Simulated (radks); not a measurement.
Ni2+, 26 electrons, occupied as [Ne] 3p6 3d8 4d2 (not the ground configuration). Calculated with a radial shooting solver on a logarithmic mesh with Libxc functionals: non-relativistic Kohn-Sham, XLYP, spin-unpolarised, spherical densities, point nucleus.

Unscreened Slater integrals over Kohn-Sham orbitals (eV).

integral,value
"F0(4d,4d)",7.2676
"F2(4d,4d)",3.7902
"F4(4d,4d)",2.5188
"F0(4d,3d)",9.7220
"F2(4d,3d)",1.6285
"F4(4d,3d)",0.70050
"G0(4d,3d)",0.63745
"G2(4d,3d)",0.65066
"G4(4d,3d)",0.47301
"F0(4d,3p)",9.7801
"F2(4d,3p)",1.4500
"G1(4d,3p)",0.57432
"G3(4d,3p)",0.44957
"F0(4d,2p)",10.470
"F2(4d,2p)",0.63016
"G1(4d,2p)",0.48664
"G3(4d,2p)",0.27863
"F0(3d,3d)",29.819
"F2(3d,3d)",14.101
"F4(3d,3d)",8.8344
"F0(3d,3p)",30.918
"F2(3d,3p)",14.820
"G1(3d,3p)",18.187
"G3(3d,3p)",11.158
"F0(3d,2p)",40.902
"F2(3d,2p)",8.3912
"G1(3d,2p)",6.4072
"G3(3d,2p)",3.6445
"F0(3p,3p)",32.346
"F2(3p,3p)",16.239
"F0(3p,2p)",43.846
"F2(3p,2p)",8.8913
"G0(3p,2p)",3.4416
"G2(3p,2p)",3.6289
"F0(2p,2p)",114.84
"F2(2p,2p)",54.239

Derived for the open shells (J is the average intra-shell exchange parameter used in DFT+U). 3d: Racah B = F2/49 - 5 F4/441 = 0.1876 eV, C = 35 F4/441 = 0.7011 eV, C/B = 3.74, F4/F2 = 0.627, J = (F2 + F4)/14 = 1.638 eV. 4d: Racah B = F2/49 - 5 F4/441 = 0.04879 eV, C = 35 F4/441 = 0.1999 eV, C/B = 4.10, F4/F2 = 0.665, J = (F2 + F4)/14 = 0.4506 eV.
